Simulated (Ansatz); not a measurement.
Reaction (formal exchange of groups at the Al–Si bond): `O[SiH](O)[AlH2]` + `C=C=NC` → `C=C=[N][AlH2]` + `C[SiH](O)O`

Gas-phase electronic energies from Ansatz, PBE0-D4/def2-TZVP geometries. CCSD(T)/CBS adds triple-zeta CCSD(T) − MP2 to the extrapolated MP2 energy (def2 sets, frozen cores). Functionals use def2-TZVPP. B3LYP here is the variant with VWN-RPA as its local correlation; programs differ in this. HSE06 is defined as in plane-wave codes. One conformer a species, not always the lowest.

`O[SiH](O)[AlH2]`:

Z-matrix (Å, degrees):
```
Si
O 1 1.656
Al 1 2.480 2 110.2
O 1 1.656 2 113.0 3 -123.8
H 1 1.482 2 103.7 3 124.6
H 2 0.958 1 118.1 3 47.2
H 3 1.597 1 118.6 2 -62.5
H 3 1.590 1 123.5 2 117.5
H 4 0.958 1 118.1 2 76.5
```

`C=C=NC`:

Cartesian coordinates in Å:
```
C 0.993 -1.177 -1.246
C 0.053 -0.500 -0.638
N -0.869 0.098 -0.130
C -0.741 0.955 1.030
H 1.548 -0.730 -2.060
H 1.218 -2.191 -0.945
H -1.091 1.954 0.766
H 0.284 1.014 1.406
H -1.396 0.577 1.817
```

`C=C=[N][AlH2]`:

Cartesian coordinates in Å:
```
C -1.724 -0.557 1.110
C -0.658 -0.212 0.423
N 0.312 0.101 -0.202
Al 1.748 0.564 -1.125
H -1.726 -1.473 1.683
H -2.601 0.075 1.102
H 2.981 -0.413 -1.058
H 1.668 1.914 -1.934
```

`C[SiH](O)O`:

Z-matrix (Å, degrees):
```
C
Si 1 1.852
H 1 1.093 2 111.0
H 1 1.093 2 110.6 3 119.4
H 1 1.092 2 110.8 3 -120.4
O 2 1.647 1 105.2 3 -58.4
O 2 1.646 1 112.8 3 64.2
H 2 1.484 1 113.0 3 -179.4
H 6 0.958 2 117.2 1 -175.7
H 7 0.958 2 117.6 1 -54.3
```

Question: Is it downhill or uphill in electronic energy at CCSD(T)/CBS, and by how much? (An estimate is asked.)

Answer: Ansatz gave: Downhill: ΔE = -222.5 kJ/mol.

Question: What do these levels give: r2SCANh-D4, r2SCAN0-D4, HSE06-D4, BHLYP-D4, ωB97X-V, BLYP, PBE0, B3LYP, r2SCAN0, CAM-B3LYP, CCSD/def2-SVP, CCSD/def2-TZVPP? (An estimate is asked.)

Answer: Computed: r2SCANh-D4 -228.0, r2SCAN0-D4 -229.9, HSE06-D4 -209.5, BHLYP-D4 -230.5, ωB97X-V -216.8, BLYP -211.9, PBE0 -209.2, B3LYP -220.0, r2SCAN0 -229.8, CAM-B3LYP -226.0, CCSD/def2-SVP -217.4, CCSD/def2-TZVPP -224.0 kJ/mol.

Largest T1 diagnostic among the species: 0.015.

At CCSD(T), def2-SVP lies +7.3 kJ/mol from the extrapolated value and def2-TZVPP +0.7 kJ/mol. From PBE to PBE0 (25 % exact exchange), in def2-TZVPP and without D4, ΔE moves by −10.2 kJ/mol.
